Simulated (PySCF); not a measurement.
# Radial density of Ru³⁴⁺ (ruthenium, charge +34)

r2SCAN0, [Ne], closed-shell 1S. Calculation: PySCF 2.14, in an even-tempered Gaussian basis (19 s from 13 bohr⁻², ratio 2.2; 12 p from 16 bohr⁻², ratio 2.2; 6 d from 71 bohr⁻², ratio 2.4; 5 f from 110 bohr⁻², ratio 2.4; 4 g from 160 bohr⁻², ratio 2.4); the spin-free X2C one-electron Hamiltonian (Gaussian nucleus).

```tsv
r (bohr)	4πr²ρ (e/bohr)
0.0317	51.00
0.0534	44.06
0.0898	59.19
0.151	43.77
0.254	6.390
0.427	0.06200
```

Densities and radii are taken from the X2C orbitals without a picture-change correction, which distorts them close to the nucleus.
